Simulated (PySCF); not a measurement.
## Computed properties of ethyl(silyl)silane (C2H10Si2), SMILES CC[SiH2][SiH3]

ethyl(silyl)silane (C₂H₁₀Si₂), SMILES CC[SiH2][SiH3]. The structure is a stationary point at ωB97X-D3(BJ)/def2-SVP. One conformer was computed; it need not be the lowest. All values are computed for the isolated molecule unless a solvent is named; none is compared with measurement here.

**Structure.** All 36 harmonic modes at ωB97X-D3(BJ)/def2-SVP (PySCF) are real, so it is a minimum. With heavy atoms numbered as in [CH3:1][CH2:2][SiH2:3][SiH3:4], the shortest bond between them is C1–C2 at 1.533 Å and the longest Si3–Si4 at 2.338 Å.

**Vibrations.** The strongest infrared lines (harmonic, unscaled, degenerate partners summed) lie at 806 cm⁻¹ (294 km/mol, H 84 %, Si 12 %), 2242 cm⁻¹ (163 km/mol, H 96 %), 900 cm⁻¹ (157 km/mol, H 89 %, Si 10 %). The softest mode is at 60 cm⁻¹ and the zero-point energy is 67.9 kcal/mol.

**Electronic structure.** r2SCAN/def2-TZVP (PySCF) places the frontier levels at -7.07 and -0.37 eV, a gap of 6.70 eV, and gives a dipole moment of 1.04 D and a mean polarisability of 83.5 bohr³. PBE/def2-TZVP (PySCF) at the same geometry gives -6.82 and -0.67 eV, so its gap is 0.55 eV narrower. An orbital gap is neither the optical nor the fundamental gap.

**Excitations.** TDA-B3LYP/def2-SVPD (PySCF) has S1 at 6.88 eV (180 nm, f = 0.031, weak); the most intense of the 10 singlets computed lies at 7.60 eV (f = 0.25). T1 (TDA) is at 6.18 eV, 0.70 eV under S1. TDA-PBE/def2-SVPD (PySCF) puts S1 at 6.50 eV. No vertical singlet excitation falls in the visible range (under 3.1 eV).

**NMR.** GIAO shifts at HF/pcSseg-1 (PySCF) (non-relativistic, atoms alike by connectivity averaged): ¹³C from 2.5 to 13.4 ppm against TMS; ¹H from 0.9 to 3.9 ppm against TMS; ²⁹Si from -94.4 to -55.9 ppm against TMS.
